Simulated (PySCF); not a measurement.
A PySCF script (with the pyscf-properties extension) for the NMR shieldings of `InChI=1S/C5H11B2ClO/c1-5(2)7(8)9-6(3)4/h1H2,2-4H3`, on a GFN2-xTB geometry:

```python
import basis_set_exchange as bse
import numpy as np
from pyscf import gto, dft
from pyscf.prop import nmr

atoms = """
C     3.208883   -0.942039   -0.729942
C     2.042050   -0.455940   -0.311955
C     1.976094    0.494233    0.854092
B     0.671961   -0.829610   -0.996548
Cl    0.649108   -1.954906   -2.354388
O    -0.467979   -0.338610   -0.605492
B    -1.631145    0.146272   -0.230897
C    -2.177268    1.488890   -0.897496
C    -2.473904   -0.605023    0.896430
H     4.141941   -0.677523   -0.257483
H     3.269217   -1.623707   -1.561275
H     1.367790    0.065754    1.649485
H     1.504615    1.427553    0.549196
H     2.967987    0.708102    1.244658
H    -2.562919    2.181589   -0.154070
H    -3.002665    1.262434   -1.569670
H    -1.417407    2.003456   -1.480120
H    -2.030731   -1.554922    1.184679
H    -2.548384    0.009544    1.791220
H    -3.492394   -0.794870    0.566844
"""
names = dict.fromkeys(["C", "B", "Cl", "O", "H"], "pcSseg-1")
basis = {el: gto.basis.parse(bse.get_basis(n, elements=[el], fmt="nwchem")) for el, n in names.items()}
mol = gto.M(atom=atoms, basis=basis, charge=0, verbose=0)
mf = dft.RKS(mol, xc="PBE0")
mf.grids.level = 2
mf.grids.alignment = dft.numint.BLKSIZE   # the property module wants whole blocks of grid points
mf.conv_tol = 1e-9
mf.kernel()

calc = nmr.RKS(mf)   # GIAO
C = mf.mo_coeff
Co = C[:, mf.mo_occ > 0]
resp = mf.gen_response(singlet=True, hermi=2)
def vind(x):   # induced exchange potential for any number of trial vectors
    d = np.einsum("pi,xij,qj->xpq", C, 2 * x.reshape(-1, C.shape[1], Co.shape[1]), Co, optimize=True)
    return np.einsum("xpq,pi,qj->xij", resp(d - d.transpose(0, 2, 1)), C, Co, optimize=True).ravel()
mo1, _ = nmr.rhf.solve_mo1(calc, with_cphf=vind)
sigma = calc.kernel(mo1)
for i, s in enumerate(sigma):   # ppm
    print("%2d %-2s %9.2f" % (i, mol.atom_pure_symbol(i), np.trace(s) / 3))
```

Q: Give the expected output.

A: 
```
 0 C      41.43
 1 C      38.41
 2 C     161.90
 3 B      70.20
 4 Cl    829.39
 5 O      50.51
 6 B      51.44
 7 C     178.03
 8 C     177.90
 9 H      25.31
10 H      25.20
11 H      29.76
12 H      29.75
13 H      29.85
14 H      31.00
15 H      31.06
16 H      31.42
17 H      31.39
18 H      31.08
19 H      30.98
```

These numbers come from an equivalent density-fitted implementation of the same equations, which agrees with the script to about 0.01 ppm for H and up to a few tenths of a ppm for heavy atoms, so last digits may differ.

Size and cost of the density-fitted run: 215 basis functions, 71 s wall time on 1 thread of an Arm Neoverse N1, shared host; peak memory 1 GiB.
